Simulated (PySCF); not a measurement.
**Tc: interval between two levels**

Tc [Kr] 4d5 5s2 [6S5/2, M_J = 5/2] → Tc [Kr] 4d7 [4F9/2, M_J = 9/2], as a difference of total energies. Calculation: PySCF 2.14, in x2c-TZVPall-2c with one added diffuse shell each of s, p, d type (9s10p8d1f, 86 functions); the two-component X2C-1e Hamiltonian. Correlated levels: [Ar] 3d10 frozen; the 6 highest virtual spinors dropped. "Screened" scales the spin-orbit matrix elements by Boettger's factors to mimic the two-electron term; Breit and QED terms are absent.

```tsv
method	interval between two levels (cm⁻¹)
GHF (spin-free)	29877
GMP2 (spin-free)	22983
GHF (screened spin-orbit)	29051
GMP2 (screened spin-orbit)	21998
```

The labels give the starting determinants; with spin-orbit coupling the two ends relaxed to ⟨J²⟩ = 8.79, ⟨L²⟩ = 0.02, ⟨S²⟩ = 8.78 and ⟨J²⟩ = 24.92, ⟨L²⟩ = 12.21, ⟨S²⟩ = 3.76.
